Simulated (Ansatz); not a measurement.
The first iterations of a band of CH6OSn (9 atoms, charge 0, multiplicity 1).

The calculation used Ansatz 0.2.0, RKS B3LYP/def2-SVP.

```json
{
  "movable images": "9",
  "climbing image": "yes",
  "spring": "5.0 eV/Å²",
  "optimiser": "quadratic models (default)",
  "start path": "through a guess of the saddle point",
  "force threshold": "0.05 eV/Å",
  "iteration limit": "60",
  "end points": "relaxed"
}
```

First end point:

```xyz
9
Properties=species:S:1:pos:R:3
Sn 0.360 0.072 0.085
C 1.022 0.003 2.149
H 0.150 0.055 2.816
H 1.572 -0.929 2.344
H 1.683 0.858 2.353
H 1.684 -0.127 -1.010
H -0.554 1.483 -0.266
O -0.974 -1.391 -0.249
H -0.566 -2.268 -0.236
```

Last end point:

```xyz
9
Properties=species:S:1:pos:R:3
Sn -1.149 0.079 -2.054
C 2.039 -0.349 2.266
H 1.285 -0.373 1.465
H 2.053 -1.314 2.794
H 1.799 0.452 2.981
H 3.032 -0.161 1.833
H -2.898 0.203 -1.590
O -0.537 -0.372 -0.183
H -1.247 -0.411 0.473
```

| iteration | highest image above the first end (eV) | largest band force component (eV/Å) |
| --- | --- | --- |
| 1 | 31.294 | 130.048 |
| 2 | 18.178 | 69.500 |
| 3 | 6.651 | 32.386 |
| 4 | 2.724 | 16.185 |
| 5 | 2.644 | 7.489 |
| 6 | 1.805 | 3.546 |
| 7 | 2.204 | 2.088 |
| 8 | 2.682 | 5.446 |
| 9 | 2.521 | 1.872 |
| 10 | 2.303 | 1.292 |
| 11 | 1.623 | 3.532 |

Problem. Does the band converge within its limit, and where does its top end?

Solution. It converged. It ended after 35 iterations with the highest image 2.409 eV above the first end. Neighbouring images differ by up to 2.7 eV, so the band resolves the path poorly. A vibrational analysis at the climbing image gives one clearly imaginary mode, 1079i cm⁻¹: a first-order saddle point. The orbitals stay closed-shell, which can raise the energy where a bond breaks towards radicals; this wasn't checked here.

The run took 10 min on 2 threads of Arm Neoverse V1, on a shared host, peak memory 0.18 GiB.
